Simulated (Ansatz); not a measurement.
Frontier orbitals of CH5BGeO, SMILES `C[B]1[O][GeH2]1`.

Total charge 0; spin multiplicity 1. Correlated methods include outer-core shells of Ge, which these sets cover unevenly. Scalar relativity is left out up to krypton. All single points use the PBE0-D4/def2-TZVP geometry. Basis def2-TZVPP, Ansatz.

| functional | HOMO (eV) | LUMO (eV) |
| --- | --- | --- |
| ωB97X-V | -8.91 | 0.97 |

Task: Give HOMO and LUMO (eV) with LDA (SPW92), PBE, revPBE, BLYP, r2SCAN, B97M-V, PBE0, B3LYP, r2SCANh, r2SCAN0, HSE06 (plane-wave form), BHLYP, CAM-B3LYP, LC-ωPBE, ωB97M-V, HF. (An estimate is asked.)

Result: The calculation gave: 
| functional | HOMO | LUMO |
| --- | --- | --- |
| LDA (SPW92) | -5.83 | -2.03 |
| PBE | -5.68 | -1.83 |
| revPBE | -5.62 | -1.74 |
| BLYP | -5.57 | -1.75 |
| r2SCAN | -5.89 | -1.65 |
| B97M-V | -5.91 | -1.68 |
| PBE0 | -6.72 | -1.04 |
| B3LYP | -6.56 | -1.28 |
| r2SCANh | -6.28 | -1.36 |
| r2SCAN0 | -6.86 | -0.93 |
| HSE06 (plane-wave form) | -6.33 | -1.41 |
| BHLYP | -7.68 | -0.20 |
| CAM-B3LYP | -7.99 | -0.06 |
| LC-ωPBE | -9.21 | 1.08 |
| ωB97M-V | -8.79 | 0.80 |
| HF | -9.09 | 2.03 |

B3LYP here is the variant with VWN-RPA as its local correlation; programs differ in this. LC-ωPBE has ω = 0.4 bohr⁻¹. Positive LUMOs are unbound and depend on the basis.
